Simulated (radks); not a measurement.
Neutral palladium inside a hard spherical wall (all orbitals vanish at R), configuration held at [Kr] 4d10 and not refilled when levels cross. Method: scalar-relativistic Kohn-Sham, PBEsol, spin-polarised, spherical densities, point nucleus; computed with a radial shooting solver on a logarithmic mesh with Libxc functionals. Eigenvalues in eV for spin up, with the zero of energy where the potential of the charges vanishes at infinity; a dash marks a level that is unbound or too diffuse for the functional's potential to be trusted. A positive occupied level is held by the wall or, in an anion where self-interaction has pushed it up, behind a barrier. The pressure on the wall is -dE/dV.

R (bohr)  E (hartree)  kinetic (hartree)    e(3d)    e(4s)    e(4p)   e(4d)  e(5s, empty)  e(5p, empty)  pressure (GPa)
free      -5043.43224           5230.927  -325.50  -85.248  -51.141  -4.051        -3.297             -               0
15        -5043.43224           5230.927  -325.50  -85.248  -51.141  -4.050        -3.297        -0.183        < 0.0001
12        -5043.43223           5230.928  -325.50  -85.246  -51.139  -4.049        -3.293        -0.079        0.000198
7         -5043.42848           5230.955  -325.22  -84.980  -50.878  -3.813        -2.902         1.301           0.220
5         -5043.38333           5231.202  -323.59  -83.444  -49.384  -2.454        -0.662         5.273            6.24
3.5       -5042.98672           5232.961  -316.40  -77.148  -43.363   3.398        10.112        20.183             138
1.5       -5009.36381           5352.732  -181.69   27.138   67.073  132.19        330.53        366.82          108000
